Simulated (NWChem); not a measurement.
Everything below was run with NWChem. System: H$_{2}$BO$_{2}$, charge 0, spin multiplicity 2, at a geometry optimised with UB3LYP/def2-SVP. The structure started from a generated list of species. Its SCF solution wasn't tested for a lower state. Level: URI-MP2/cc-pVDZ, 3 core orbitals frozen.

NWChem printed:

```
             Northwest Computational Chemistry Package (NWChem) 7.3.0
             --------------------------------------------------------

                                NWChem Input Module
                                -------------------

 Scaling coordinates for geometry "geometry" by  1.889725989
 (inverse scale =  0.529177249)

 Turning off AUTOSYM since
 SYMMETRY directive was detected!

                             Geometry "geometry" -> ""
                             -------------------------

 Output coordinates in angstroms (scale by  1.889725989 to convert to a.u.)

  No.       Tag          Charge          X              Y              Z
 ---- ---------------- ---------- -------------- -------------- --------------
    1 O                    8.0000    -1.21586400     0.00000000    -0.04113100
    2 B                    5.0000     0.00000000     0.00000000     0.53790800
    3 O                    8.0000     1.21586400     0.00000000    -0.04113100
    4 H                    1.0000    -1.21840100     0.00000000    -1.01572500
    5 H                    1.0000     1.21840100     0.00000000    -1.01572500

 Effective nuclear repulsion energy (a.u.)      60.1765579132

            Nuclear Dipole moment (a.u.)
            ----------------------------
        X                 Y               Z
 ---------------- ---------------- ----------------
     0.0000000000     0.0000000000    -0.0000113384

      Symmetry information
      --------------------

 Group name             C2v
 Group number             16
 Group order               4
 No. of unique centers     3

      Symmetry unique atoms

     1    2    4


 Summary of "ao basis" -> "" (spherical)
 ------------------------------------------------------------------------------
       Tag                 Description            Shells   Functions and Types
 ---------------- ------------------------------  ------  ---------------------
 *                          cc-pvdz                   on all atoms

 Summary of "ri-mp2 basis" -> "" (spherical)
 ------------------------------------------------------------------------------
       Tag                 Description            Shells   Functions and Types
 ---------------- ------------------------------  ------  ---------------------
 *                         cc-pvdz-ri                 on all atoms

 Summary of "ao basis" -> "ao basis" (spherical)
 ------------------------------------------------------------------------------
       Tag                 Description            Shells   Functions and Types
 ---------------- ------------------------------  ------  ---------------------
 O                          cc-pvdz                  6       14   3s2p1d
 B                          cc-pvdz                  6       14   3s2p1d
 H                          cc-pvdz                  3        5   2s1p

                                 NWChem SCF Module
                                 -----------------

  ao basis        = "ao basis"
  functions       =    52
  atoms           =     5
  alpha electrons =    12
  beta  electrons =    11
  charge          =   0.00
  wavefunction    = UHF
  use symmetry    = T
  symmetry adapt  = T

 Summary of "ao basis" -> "ao basis" (spherical)
 ------------------------------------------------------------------------------
       Tag                 Description            Shells   Functions and Types
 ---------------- ------------------------------  ------  ---------------------
 O                          cc-pvdz                  6       14   3s2p1d
 B                          cc-pvdz                  6       14   3s2p1d
 H                          cc-pvdz                  3        5   2s1p

      Symmetry analysis of basis
      --------------------------

        a1         21
        a2          6
        b1         17
        b2          8

 Forming initial guess at       0.1s

   Symmetry analysis of molecular orbitals - initial alpha
   -------------------------------------------------------

  Numbering of irreducible representations:

     1 a1          2 a2          3 b1          4 b2

  Orbital symmetries:

     1 b1          2 a1          3 a1          4 a1          5 b1
     6 a1          7 b1          8 a1          9 b2         10 b1
[...]
 moments of inertia (a.u.)
 ------------------
          18.475575022084           0.000000000000           0.000000000000
           0.000000000000         198.041521640649           0.000000000000
           0.000000000000           0.000000000000         179.565946618566

  Mulliken analysis of the total density
  --------------------------------------

    Atom       Charge   Shell Charges
 -----------   ------   -------------------------------------------------------
    1 O    8     8.24   2.00  0.83  0.80  2.86  1.73  0.01
    2 B    5     4.84   2.01  0.57  0.33  1.35  0.32  0.27
    3 O    8     8.24   2.00  0.83  0.80  2.86  1.73  0.01
    4 H    1     0.84   0.67  0.09  0.08
    5 H    1     0.84   0.67  0.09  0.08

  Mulliken analysis of the alpha density
  --------------------------------------

    Atom       Charge   Shell Charges
 -----------   ------   -------------------------------------------------------
    1 O    8     4.10   1.00  0.42  0.40  1.42  0.85  0.01
    2 B    5     2.89   1.00  0.36  0.28  0.87  0.24  0.14
    3 O    8     4.10   1.00  0.42  0.40  1.42  0.85  0.01
    4 H    1     0.45   0.35  0.06  0.04
    5 H    1     0.45   0.35  0.06  0.04

   Mulliken analysis of the beta density
   -------------------------------------

    Atom       Charge   Shell Charges
 -----------   ------   -------------------------------------------------------
    1 O    8     4.13   1.00  0.41  0.40  1.43  0.88  0.01
    2 B    5     1.95   1.00  0.21  0.05  0.48  0.08  0.13
    3 O    8     4.13   1.00  0.41  0.40  1.43  0.88  0.01
    4 H    1     0.39   0.32  0.03  0.04
    5 H    1     0.39   0.32  0.03  0.04

   Mulliken analysis of the spin density
   -------------------------------------

    Atom       Charge   Shell Charges
 -----------   ------   -------------------------------------------------------
    1 O    8    -0.03  -0.00  0.01 -0.01 -0.01 -0.02  0.00
    2 B    5     0.95   0.00  0.15  0.22  0.40  0.16  0.01
    3 O    8    -0.03  -0.00  0.01 -0.01 -0.01 -0.02  0.00
    4 H    1     0.06   0.03  0.03 -0.00
    5 H    1     0.06   0.03  0.03 -0.00

       Multipole analysis of the density wrt the origin
       ------------------------------------------------

     L   x y z        total         alpha         beta         nuclear
     -   - - -        -----         -----         ----         -------
     0   0 0 0     -0.000000    -12.000000    -11.000000     23.000000

     1   1 0 0     -0.000000     -0.000000      0.000000      0.000000
     1   0 1 0      0.000000      0.000000      0.000000      0.000000
     1   0 0 1     -1.329852     -1.675342      0.345502     -0.000011

     2   2 0 0    -15.384111    -55.910675    -54.543047     95.069611
     2   1 1 0      0.000000     -0.000000      0.000000      0.000000
     2   1 0 1     -0.000000     -0.000000     -0.000000      0.000000
     2   0 2 0    -12.682280     -7.041660     -5.640620      0.000000
     2   0 1 1      0.000000     -0.000000      0.000000      0.000000
     2   0 0 2    -10.633319    -14.878008     -8.386835     12.631525

                               NWChem RI-MP2 Module
                               --------------------

 Summary of "ri-mp2 basis" -> "ri-mp2 basis" (spherical)
 ------------------------------------------------------------------------------
       Tag                 Description            Shells   Functions and Types
 ---------------- ------------------------------  ------  ---------------------
 O                         cc-pvdz-ri               18       56   7s5p4d2f
 B                         cc-pvdz-ri               18       56   7s5p4d2f
 H                         cc-pvdz-ri                6       14   3s2p1d

 SCF Reference Information:
            File: './mol.movecs'
           Title: ''
    Size (AOxMO):     52 x (     52,     52)
       Total Occ:                12.00,  11.00
 RI-MP2 Calculation Information:
          Nr. of AO basis functions:         52
     Nr. of fitting basis functions:        196
               Nr. of MO spin cases:          2
        Nr. of MOs to be correlated:         49         49
     Nr. of occupied MOs correlated:          9          8
      Nr. of virtual MOs correlated:         40         41

          RI integral approximation: 'V'
    Threshold for Schwarz screening:  1.000E-09
 Smallest eigenvalue retained in fit  1.000E-08
    Type of storage for MO integrals 'EAF library'

 Transformation block size    9, requiring     1 integral passes.
 XForm_3cInts: Completed     1:    9 pass.
 Transformation block size    8, requiring     1 integral passes.
 XForm_3cInts: Completed     1:    8 pass.
 Energy evaluation using block sizes     9    9
 RIMP2_V_E2: Approx. ints. done (    1:    9,    1:    9)
 RIMP2_V_E2: Copy to B done (    1:    9,    1:    9)
 RIMP2_V_E2: Denominators done (    1:    9,    1:    9)
 RIMP2_V_E2: Completed block (    1:    9,    1:    9)
 RIMP2_V_E2: Approx. ints. done (    1:    9,    1:    8)
 RIMP2_V_E2: Copy to B done (    1:    9,    1:    8)
 RIMP2_V_E2: Denominators done (    1:    9,    1:    8)
 RIMP2_V_E2: Completed block (    1:    9,    1:    8)
 RIMP2_V_E2: Approx. ints. done (    1:    8,    1:    8)
 RIMP2_V_E2: Copy to B done (    1:    8,    1:    8)
 RIMP2_V_E2: Denominators done (    1:    8,    1:    8)
 RIMP2_V_E2: Completed block (    1:    8,    1:    8)

          -------------------------------------------
          SCF energy                -175.622606384301
          Correlation energy          -0.436740383773
          Total MP2 energy          -176.059346768074
          -------------------------------------------

 -----------------------
 Performance information
 -----------------------

 Timer overhead =  2.23D-07 seconds/call

               Nr. of calls         CPU time (s)                 Wall time (s)                GFlops
             ---------------    -------------------     ------------------------------   -------------------
Name         Min   Avg   Max    Min     Avg     Max     Min     Avg     Max   Mx/calls   Min     Max     Sum
Overall       1     1     1    1.1     1.1     1.1      1.1     1.1     1.1     1.1      0.0     0.0     0.0
3c integr     2     2     2   0.32    0.32    0.32     0.32    0.32    0.32    0.16      0.0     0.0     0.0
Energy        1     1     1   5.88E-2 5.88E-2 5.88E-2  5.88E-2 5.88E-2 5.88E-2 5.88E-2   0.0     0.0     0.0
3c integr     2     2     2   0.31    0.31    0.31     0.31    0.31    0.31    0.16      0.0     0.0     0.0
First 2/3     6     6     6   2.06E-3 2.06E-3 2.06E-3  2.06E-3 2.06E-3 2.06E-3 3.44E-4   0.0     0.0     0.0
Final 1/3     2     2     2   3.46E-3 3.46E-3 3.46E-3  3.46E-3 3.46E-3 3.46E-3 1.73E-3   0.0     0.0     0.0
Write 3c      2     2     2   9.28E-4 9.28E-4 9.28E-4  9.28E-4 9.28E-4 9.28E-4 4.64E-4   0.0     0.0     0.0
Read 3c i     3     3     3   1.11E-3 1.11E-3 1.11E-3  1.11E-3 1.11E-3 1.11E-3 3.69E-4   0.0     0.0     0.0
Fitting b     1     1     1   4.61E-2 4.61E-2 4.61E-2  4.61E-2 4.61E-2 4.61E-2 4.61E-2   0.0     0.0     0.0
Schwarz i     1     1     1   6.25E-3 6.25E-3 6.25E-3  6.26E-3 6.26E-3 6.26E-3 6.26E-3   0.0     0.0     0.0
Form 4ci      3     3     3   1.35E-2 1.35E-2 1.35E-2  1.35E-2 1.35E-2 1.35E-2 4.51E-3   0.0     0.0     0.0
Form A &      3     3     3   3.86E-2 3.86E-2 3.86E-2  3.86E-2 3.86E-2 3.86E-2 1.29E-2   0.0     0.0     0.0
Denominat     3     3     3   4.45E-4 4.45E-4 4.45E-4  4.45E-4 4.45E-4 4.45E-4 1.48E-4   0.0     0.0     0.0
Pair Ener     3     3     3   3.02E-3 3.02E-3 3.02E-3  3.02E-3 3.02E-3 3.02E-3 1.01E-3   0.0     0.0     0.0

 The average no. of pstat calls per process was 3.30D+01
 with a timing overhead of 7.37D-06s

 Task  times  cpu:        1.1s     wall:        1.1s

 Total times  cpu:        1.2s     wall:        1.2s
```

**Question.** Write an NWChem input that would produce this output.

**Answer.** This is not unique; one that fits is 
```
start mol
memory heap 200 mb stack 900 mb global 1100 mb
geometry units angstroms nocenter noautoz
  O     -1.215864     0.000000    -0.041131
  B      0.000000     0.000000     0.537908
  O      1.215864     0.000000    -0.041131
  H     -1.218401     0.000000    -1.015725
  H      1.218401     0.000000    -1.015725
  symmetry group C2v
end
basis spherical
  * library cc-pvdz
end
basis "ri-mp2 basis" spherical
  * library cc-pvdz-ri
end
scf
  uhf
  nopen 1
  maxiter 100
  thresh 1e-7
  semidirect memsize 60000000 filesize 0
  # guess.movecs holds the orbitals of an unrestricted PBE0 run
  vectors input guess.movecs output mol.movecs
end
mp2
  freeze core 3
end
task rimp2 energy
```
